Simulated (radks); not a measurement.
Values are calculated unless marked as measured or tabulated.
Q: Coherent X-ray form factor from a spherical all-electron density. Level of theory: non-relativistic Kohn-Sham, PBE, spin-polarised, spherical densities, point nucleus (a radial shooting solver on a logarithmic mesh with Libxc functionals).

sin(theta)/lambda (1/angstrom),f0 (electrons)
0.05,17.647
0.1,16.674
0.15,15.294
0.2,13.760
0.25,12.278
0.3,10.976
0.4,9.053
0.5,7.872
0.6,7.103
0.8,5.933
1,4.829
1.25,3.607
1.5,2.705
2,1.740

The species is in the configuration that NIST lists as its ground one. Which atom or ion scatters so?

A: The potassium ion K+, [Ar]. Extrapolating in s^2 from the first two rows gives f0(0) = 18.0, near the electron count 18; among species with that count, the fall with angle is slower the higher Z, and the table is that of Z = 19; from so few rows the species is fixed only to a neighbour or two.
